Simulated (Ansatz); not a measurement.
C3H6AlNO (`N/[C]([AlH2])=C\C=O`), relaxed with RKS PBE-D4/def2-SVP in Ansatz 0.2.0 from a rough embedded geometry. The force threshold is 0.03 eV/Å; the program also tests the step.

Total charge 0; spin multiplicity 1.

Start:

```xyz
12

N     0.103   -0.844    1.327
C     0.289   -0.179    0.062
Al    1.975   -0.570   -0.862
C    -0.585    0.586   -0.527
C    -1.873    1.063    0.067
O    -2.627    1.863   -0.591
H    -0.806   -0.669    1.892
H     0.752   -1.489    1.734
H     2.286    0.059   -2.342
H     3.039   -1.600   -0.234
H    -0.324    1.097   -1.508
H    -2.229    0.684    0.983
```

(1) How much energy does the relaxation release, and in how many steps? (Estimate.)

(2) Which bonds change most? (Best estimate.)

(3) Give the relaxed structure. (Best estimate.)

Results:

(1) The calculation gave: 16.43 kcal/mol, in 6 steps.

(2) Computed: C2–C4 from 1.302 to 1.392 Å; C5–H12 from 1.053 to 1.139 Å; N1–C2 from 1.441 to 1.363 Å; N1–H7 from 1.085 to 1.021 Å.

(3) Ansatz gave: 
```xyz
12

N     0.080   -0.820    1.319
C     0.299   -0.231    0.109
Al    1.969   -0.602   -0.883
C    -0.581    0.644   -0.521
C    -1.872    1.077   -0.015
O    -2.636    1.847   -0.589
H    -0.773   -0.666    1.858
H     0.764   -1.457    1.720
H     2.208    0.119   -2.283
H     3.010   -1.626   -0.217
H    -0.301    1.065   -1.500
H    -2.167    0.650    1.000
```
